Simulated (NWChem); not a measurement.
# Lowest excitation of HfO

```xyz
2

Hf     0.0000     0.0000     0.1778
O      0.0000     0.0000    -1.6003
```
Charge 0, spin multiplicity 1.

Everything below was run with NWChem. All single points use one geometry, from PBE/def2-SVP with def2 effective core potentials on Hf, a minimum by its harmonic frequencies.

Basis set: def2-SVPD. CR-EOMCCSD(T) is the triples correction to the same EOM-CCSD root.

| method | lowest vertical singlet excitation energy (eV) | difference from EOM-CCSD |
|---|---|---|
| CR-EOMCCSD(T) | 2.18 | -0.04 |
| CIS | 2.07 | -0.15 |
| TD-LDA (SVWN5) | 2.08 | -0.13 |
| EOM-CCSD | 2.22 | 0.00 |
| TD-PBE | 1.94 | -0.28 |

The values span 0.28 eV, from TD-PBE (lowest) to EOM-CCSD (highest). 

Effective core potentials replace the inner electrons of Hf; spin-orbit coupling is left out. The correlated methods keep 1 core orbital frozen. The structure started from a generated list of species. Differences from the coupled-cluster row are differences between methods, not errors against experiment.
